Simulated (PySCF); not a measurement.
Where the electron goes

C3H7ClSi.
Cartesian coordinates in Å at the GFN2-xTB level; atoms count from 1:
```xyz
12
C3H7ClSi angstrom
Si    -1.695    0.097   -0.400
C     -0.247   -0.139    0.832
C      0.989    0.487    0.308
C      1.929   -0.126   -0.394
Cl     1.857   -1.806   -0.784
H     -2.887   -0.520    0.185
H     -1.918    1.531   -0.597
H     -1.354   -0.533   -1.673
H     -0.088   -1.205    0.989
H     -0.509    0.308    1.791
H      1.113    1.546    0.490
H      2.813    0.360   -0.774
```

Method: TDDFT PBE0/def2-SVPD, vertical, gas phase, core orbitals frozen in the response in PySCF 2.14.0, density-fitted response routines.

Kohn–Sham orbitals with the atoms that hold most of them (Löwdin shares over 4%, at most four atoms; ? is withheld):

| orbital | ε (eV) | atoms |
| --- | --- | --- |
| LUMO+2 | 0.91 | Cl5 37%, Si1 18%, C4 10%, H12 6% |
| LUMO+1 | 0.39 | Si1 27%, Cl5 13%, C2 10%, C3 8% |
| LUMO | -0.15 | C4 30%, C3 28%, Cl5 10%, Si1 9% |
| HOMO | ? | ? |
| HOMO-1 | -8.90 | ? |
| HOMO-2 | -9.51 | Cl5 23%, Si1 23%, C2 18%, H7 15% |
| HOMO-3 | -9.71 | Si1 29%, C2 14%, H8 13%, H7 12% |

Task: Give the leading atoms of the HOMO-1.

Result: Cl5 (bonded to C) 76%; C4 (bonded to C, Cl and H) 11%; H12 (bonded to C) 4%.

Task: Which atoms hold the HOMO, and with what shares?

Result: C4 (bonded to C, Cl and H) 28%; C3 (bonded to 2 C and H) 25%; Cl5 (bonded to C) 24%; C2 (bonded to C, Si and 2 H) 10%. By element: carbon 62%, chlorine 24%.

Task: What is the HOMO energy, and the HOMO–LUMO gap?

Result: ε(HOMO) = -7.05 eV; the gap is 6.90 eV (0.2534 hartree).

Task: The HOMO–LUMO gap is 6.90 eV. Where does the response calculation put the lowest singlet, and from which orbitals?

Result: S1 is at 6.25 eV (f = 0.021), 0.64 eV below the gap, made of HOMO→LUMO+1 (83%), HOMO→LUMO (10%). Its leading pair isn't HOMO and LUMO; the energies of that pair differ by 7.43 eV. 

Task: Give energy, strength and leading configuration of S1, S2 and S6, and follow the Löwdin shares of the leading atoms from the occupied to the empty orbital.

Result: 
- S1 (6.25 eV, f 0.021), HOMO→LUMO+1 (83%): C4 28% → at most 9%, C3 25% → 8%, Si1 at most 10% → 27%, Cl5 24% → 13%
- S2 (6.37 eV, f 0.357), HOMO→LUMO (85%): C4 28% → 30%, C3 25% → 28%
- S6 (7.24 eV, f 0.0050), HOMO-1→LUMO (96%): Cl5 76% → 10%, C4 11% → 30%, C3 at most 4% → 28%

One conformer stands for the species.
